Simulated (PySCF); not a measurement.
Here is a job for PySCF.
```python
from pyscf import gto, scf, dft

mol = gto.Mole()
mol.atom = '''
    Si    1.38118646    0.50866482    0.25295205
    Cl    2.95214722    1.05655876   -1.19229335
    Cl    2.01922204   -0.73290510    1.28481329
    C    -0.08440596   -0.02665630   -0.99734240
    Si   -1.40683053   -0.85987630    0.15806422
    Cl   -2.91100950   -1.22318702   -1.14254005
    Cl   -2.23800080    0.90103874    1.24380943
    H     1.22346034    1.91779288    0.94244189
    H    -0.24785075    0.79255707   -1.69347354
    H     0.28291247   -0.73819943   -1.64784229
    H    -1.19630711   -1.59440624    1.05557659
'''
mol.basis = 'sto-3g'
mol.verbose = 4
mol.build()

mf = dft.RKS(mol)
mf.xc = 'tpss'
mf.kernel()
g = mf.nuc_grad_method()
grad = g.kernel()
```

Question: Estimate the nuclear repulsion energy that TPSS/STO-3G, gradient run with PySCF returns for this input.

Answer: 799.1945 Eh

Question: Predict the total energy from TPSS/STO-3G, gradient.

Answer: -2433.2232 Eh

Question: Give the number of basis functions at the level TPSS/STO-3G, gradient.

Answer: 63

Question: Predict the HOMO-LUMO gap from TPSS/STO-3G, gradient.

Answer: 6.11 eV

Question: Give the HOMO energy at the level TPSS/STO-3G, gradient.

Answer: -4.91 eV
